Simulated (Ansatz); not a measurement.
CH$_{4}$SSn, SMILES `[CH2]1[S][SnH2]1` at its PBE0-D4/def2-TZVP geometry, where that method's forces vanish. Total charge 0; spin multiplicity 1. Sn: def2 effective core potential.

```csv
atom,x (Å),y (Å),z (Å)
C1,-0.697,-0.031,0.833
S2,0.969,-0.652,1.313
Sn3,0.512,0.102,-0.896
H4,-0.985,0.898,1.316
H5,-1.477,-0.785,0.842
H6,1.230,1.572,-1.328
H7,0.449,-1.105,-2.080
```

Q: For each bond, give half the difference of the two atoms' forces along it (eV/Å; positive pushes the atoms apart) under PBE-D4, r2SCAN-D4, B3LYP-D4, ωB97M-V in def2-TZVPP. (Estimate.)

A: Ansatz gave: 
```
  bond  length (Å)  PBE-D4  r2SCAN-D4  B3LYP-D4  ωB97M-V
 C1–S2       1.841    0.25       0.18      0.38     0.14
C1–Sn3       2.114    0.23       0.16      0.36     0.02
 C1–H4       1.085    0.07      -0.06     -0.16    -0.09
 C1–H5       1.085    0.07      -0.06     -0.16    -0.09
S2–Sn3       2.379    0.38       0.17      0.43    -0.01
Sn3–H6       1.692    0.01      -0.05     -0.07    -0.06
Sn3–H7       1.692    0.01      -0.05     -0.07    -0.06
```

B3LYP here is the variant with VWN-RPA as its local correlation; programs differ in this.
